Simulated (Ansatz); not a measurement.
Ansatz (a program for electronic structure) input (RI-MP2/cc-pV(Q+d)Z):
A basis named .json is the Basis Set Exchange file of that set.

Ansatz 0.2 input:
```yaml
crystal:
  periodic: [false, false, false]
  atoms:
    - {symbol: Si, position_ang: [0.08339551, -0.49685473, -0.00892374]}
    - {symbol: O, position_ang: [-1.00297333, 0.30662033, -0.95153108]}
    - {symbol: C, position_ang: [-2.03902560, 1.10667889, -0.41415476]}
    - {symbol: O, position_ang: [0.85352565, 0.58376078, 0.96752273]}
    - {symbol: C, position_ang: [1.56853499, 1.69641558, 0.46449962]}
    - {symbol: N, position_ang: [1.02986651, -1.28965260, -1.17607580]}
    - {symbol: N, position_ang: [-0.54561817, -1.59540782, 1.12425879]}
    - {symbol: H, position_ang: [-2.63399009, 1.49595762, -1.24089646]}
    - {symbol: H, position_ang: [-2.69096438, 0.52226202, 0.24273266]}
    - {symbol: H, position_ang: [-1.64019010, 1.95016629, 0.15843588]}
    - {symbol: H, position_ang: [2.37165677, 1.38011261, -0.20856515]}
    - {symbol: H, position_ang: [2.00869351, 2.22944163, 1.30780633]}
    - {symbol: H, position_ang: [0.91288422, 2.38298518, -0.08061050]}
    - {symbol: H, position_ang: [1.76056542, -1.93803045, -0.94138746]}
    - {symbol: H, position_ang: [1.03705350, -1.00879920, -2.14106829]}
    - {symbol: H, position_ang: [-0.63842309, -1.36616571, 2.09841284]}
    - {symbol: H, position_ang: [-1.02603616, -2.43815662, 0.86278914]}
basis:
  gaussian:
    orbitals: cc-pV_Q+d_Z.json
    fitting: {mean_field: def2-universal-jkfit, correlation: cc-pVQZ-RIFIT.json}
magnetization: {spin_polarized: false}
correlation: {method: mp2, electrons: outside_noble_gas}
```

Output:

```
Functional definition: HF
integrals: 2.02 GiB planned
766 factors; integrals over basis functions are off by at most 3.9e0 eV
mean field: 4.28 GiB planned
mean field evaluation 1: about -17121.8489 eV, gradient 5.9e1 eV
mean field evaluation 2: about -17126.9489 eV, gradient 3.0e1 eV
mean field evaluation 4: about -17128.5603 eV, gradient 1.3e0 eV
mean field evaluation 8: about -17128.5636 eV, gradient 2.2e-6 eV
mean field -17128.56361007 eV, -629.4631025126 hartree, gradient 2.1e-6 eV, S^2 0.000000; 0 other end points of the search recorded, 0 dependent functions left out
11 core orbitals not correlated
1500 factors; their error is unknown
reference -17128.56361007 eV, -629.4631025126 hartree; 22, 22 occupied and 661, 661 virtual orbitals, 1500 factors
second order -39.98947213 eV of doubles, -0.00000000 eV of singles
Total energy: -17168.55308220 eV, -630.9326885076 hartree
```
